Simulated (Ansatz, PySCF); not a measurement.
Gas-phase reaction (SMILES): OB(F)F + Cl (HCl) -> FB(F)Cl + O (H2O); hydrogen chloride cleaves one B-O bond, a model of a ligand-exchange step.

Structures are relaxed separately at B3LYP-D3(BJ)/def2-TZVP in Ansatz (an electronic-structure program), one conformer each, not searched for the lowest. Valence correlation only, unless marked. No spin-orbit coupling. No relativistic terms. CBS marks a two-point X^-3 extrapolation of the correlation energy; Hartree-Fock from the larger set. Thermal terms are rigid-rotor harmonic-oscillator values from B3LYP-D3(BJ) frequencies (Ansatz or PySCF) at 298.15 K and 1 atm. 1 Eh = 627.5095 kcal/mol.

```csv
species,"E, CCSD(T)/CBS(cc-pV(T+d)Z,cc-pV(Q+d)Z) (Ansatz) (Eh)","E, PBE/def2-TZVPD (Ansatz) (Eh)",H - E (Eh),G - E (Eh)
OB(F)F,-300.32806,-300.36907,0.02926,-0.00168
Cl (HCl),-460.37849,-460.62833,0.01000,-0.01120
FB(F)Cl,-684.31087,-684.59852,0.01548,-0.01583
O (H2O),-76.37426,-76.38111,0.02495,0.00353
```

Q: Work out ΔE and ΔH, ΔG, ΔS and the equilibrium constant at 298.15 K at the first level, then ΔH at the second.

A: 
1. ΔE = [(-684.31087) + (-76.37426)] - [(-300.32806) + (-460.37849)] = 0.02142 Eh = 13.4 kcal/mol at CCSD(T)/CBS(cc-pV(T+d)Z,cc-pV(Q+d)Z).
2. The terms H - E add up to 0.00117 Eh, so ΔH = (0.02142 + (0.00117))×627.5095 = 14.2 kcal/mol.
3. The terms G - E add up to 0.00058 Eh, so ΔG = 13.8 kcal/mol, and ΔS = (0.00117 - (0.00058))×627509.5/298.15 = 1.2 cal/(mol K).
4. log10 K = -ΔG/(RT ln 10) = -10.1, with RT ln 10 = 1.3642 kcal/mol.
5. At PBE/def2-TZVPD the same steps give ΔE = 11.2 and ΔH = 11.9 kcal/mol, a shift of -2.3 from the first level.
6. These values are not checked against measurement here, since the tables used lack a sound gas-phase enthalpy of formation for at least one species.
